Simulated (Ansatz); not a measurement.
`[NH2][Al]([Cl])[Br]` + CH₃OH → `C[O][Al]([NH2])[Cl]` + HBr at 298.15 K and 1 bar (ligand exchange at the Al–Br bond).

Calculated with Ansatz (gas phase, PBE0-D4/def2-TZVP geometries, no zero-point term in ΔE). CCSD(T)/CBS adds triple-zeta CCSD(T) − MP2 to the extrapolated MP2 energy (def2 sets, frozen cores). This one scheme is used for every species. For Br outer-core shells are correlated without core-valence functions, which leaves a few kJ/mol of doubt a bond. Scalar relativity is left out up to krypton. Each species was taken in one conformer, which may not be the lowest.

```
              species  CCSD(T)/CBS energy (Eh)  H − E (kJ/mol)  S (J/(mol·K))
`[NH2][Al]([Cl])[Br]`              -3331.20678            93.9          340.4
                CH₃OH               -115.61712           146.3          238.2
`C[O][Al]([NH2])[Cl]`               -872.89306           206.4          370.5
                  HBr              -2573.91920            24.6          198.6
```

H − E and S are ideal-gas, rigid-rotor, harmonic terms from PBE0-D4/def2-TZVP, for one conformer and one mirror image of each species. 1 Eh = 2625.50 kJ/mol, R = 8.31446 J/(mol·K).

**Question.** By hand: ΔE, ΔH, ΔS and ΔG.

**Answer.** ΔE = (-872.89306) + (-2573.91920) − (-3331.20678) − (-115.61712) = 0.01164 Eh = 30.6 kJ/mol. Δ(H − E) = 206.4 + 24.6 − 93.9 − 146.3 = -9.2, so ΔH = 21.4 kJ/mol. ΔS = 370.5 + 198.6 − 340.4 − 238.2 = -9.5 J/(mol·K). ΔG = 21.4 − 298.15 × (-9.5)/1000 = 24.2 kJ/mol.

**Question.** By hand: the equilibrium constant, and the temperature at which ΔG would vanish if ΔH and ΔS stayed fixed.

**Answer.** log₁₀ K = −ΔG/(RT ln 10) = -4.2. ΔH and −TΔS have one sign here, so there is no such temperature.

The number of gas molecules stays the same, so ΔS is small and ΔH decides. A doubt of 5 kJ/mol in ΔE shifts log₁₀ K by 0.9 here. Other conformers and mirror images would add mixing entropy, several J/(mol·K) or more a flexible species. These are equilibria of isolated gas molecules and say nothing of rates. Largest T1 diagnostic: 0.010 (customary marks: 0.02 for closed shells, 0.045 for open ones).

ΔS is within the doubt of such terms, so its sign, and with it that verdict, could turn.
